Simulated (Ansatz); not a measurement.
Ansatz results at the PBE0-D4/def2-TZVP geometry: HOMO energy (ωB97M-V/def2-TZVPP) -9.48 eV; zero-point energy (PBE0-D4/def2-TZVP) 193.3 kJ/mol; size of the dipole moment (B3LYP/def2-TZVPP) 1.38 D.

Each molecule was computed in one conformer, which needn't be the lowest.

**Question.** Which molecule gave them?
A. `C/N=C(/O)S`
B. `C[Se][AsH2]`
C. `BC(F)Cl`
D. `CSC(=N)O`

**Answer.** A. The others give `CSC(=N)O`: -9.08, 198.2, 1.86; `C[Se][AsH2]`: -8.60, 140.8, 1.03; `BC(F)Cl`: -11.41, 109.8, 1.30.

B3LYP here is the variant with VWN-RPA as its local correlation; programs differ in this.
